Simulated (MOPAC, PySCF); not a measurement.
C₃H₉Al, SMILES `[CH3][Al]([CH3])[CH3]`, neutral singlet in the gas phase. 

Cartesian coordinates (Å):
```xyz
13

C     -1.4102    -1.3615     0.2839
Al    -0.0241    -0.0030    -0.0019
C      1.8666    -0.4813     0.2154
C     -0.4846     1.8379    -0.5010
H     -1.2911    -2.1919    -0.4205
H     -2.4258    -0.9762     0.1721
H     -1.3280    -1.8008     1.2836
H      2.4595    -0.1770    -0.6528
H      2.3008     0.0394     1.0760
H      2.0237    -1.5512     0.3692
H     -1.5611     2.0190    -0.5332
H     -0.0787     2.0870    -1.4873
H     -0.0458     2.5587     0.1965
```
Charge 0, multiplicity 1.

All levels are single points at this geometry (B3LYP-D3(BJ)/def2-TZVP); Pople sets use spherical d functions. Orbital energies aren't observables, and empty levels follow the basis.

B3LYP/3-21G in PySCF gives dipole (D) = 0.07.

Estimate the dipole (D) from each of these levels: PBE-D3(BJ)/def2-TZVP in PySCF; TPSSh-D3(BJ)/def2-TZVP in PySCF; B3LYP/6-311+G** in PySCF; B3LYP/6-31G* in PySCF; B3LYP/LANL2DZ in PySCF; M06-2X/6-31G* in PySCF; SVWN5/6-31G* in PySCF; HF/3-21G in PySCF; HF/6-31G* in PySCF; HF/STO-3G in PySCF; PM3 in MOPAC; PM6 in MOPAC.


```tsv
level	dipole (D)
PBE-D3(BJ)/def2-TZVP in PySCF	0.01
TPSSh-D3(BJ)/def2-TZVP in PySCF	0.00
B3LYP/6-311+G** in PySCF	0.02
B3LYP/6-31G* in PySCF	0.04
B3LYP/LANL2DZ in PySCF	0.08
M06-2X/6-31G* in PySCF	0.04
SVWN5/6-31G* in PySCF	0.07
HF/3-21G in PySCF	0.05
HF/6-31G* in PySCF	0.03
HF/STO-3G in PySCF	0.03
PM3 in MOPAC	0.08
PM6 in MOPAC	0.09
```
